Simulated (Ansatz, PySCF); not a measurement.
This triplet is an excited state, 2.48 eV above the relaxed singlet at the level composite: frozen-core CCSD(T) with HF/cc-pVQZ and the correlation energy extrapolated as X^-3 from cc-pVTZ and cc-pVQZ, plus CCSDT(Q) minus CCSD(T) in cc-pVDZ // PBE0-D3(BJ)/def2-TZVP (Ansatz, a program for electronic structure).

CF2, SMILES `F[C]F` (excited triplet) (charge 0, multiplicity 3)

Calculation: PySCF with PBE-D3(BJ)/def2-TZVP // PBE0-D3(BJ)/def2-TZVP.

```
Quantity                                               Result
-----------------------------  ------------------------------
highest occupied spin orbital                        -4.30 eV
dipole moment                                          0.16 D
total energy                                     -237.4937 Ha
cost                           around 60 core-seconds (rough)
```

```xyz
3

F      1.1304    -0.2194     0.0000
C     -0.0001     0.4395     0.0000
F     -1.1303    -0.2200     0.0000
```
Charge 0, spin multiplicity 3.
